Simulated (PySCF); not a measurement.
**How methods differ on the ionisation energy of Zn²⁺**

Zn²⁺ [Ar] 3d10 (1S) → Zn³⁺ [Ar] 3d9 (2D), as a difference of total energies. All numbers are calculated (PySCF 2.14, scalar relativity through the core potential, in cc-pVTZ-PP with ECP10MDF). Correlated levels: valence: 3s2 3p6 frozen. The calculations carry no spin-orbit coupling.

Problem. Order these methods by the ionisation energy they give, lowest first.
A. TPSS
B. UHF
C. MP2 (valence)
D. PBE

Solution. B (36.997 eV), A (39.771 eV), C (39.970 eV), D (40.014 eV).

The reference lies between the lowest fine-structure levels, while these numbers refer to the centres of the terms.

Errors of the correlated levels include the incompleteness of this basis and the frozen core.

For comparison: 39.723 eV (measured; NIST Atomic Spectra Database, ionization energies).
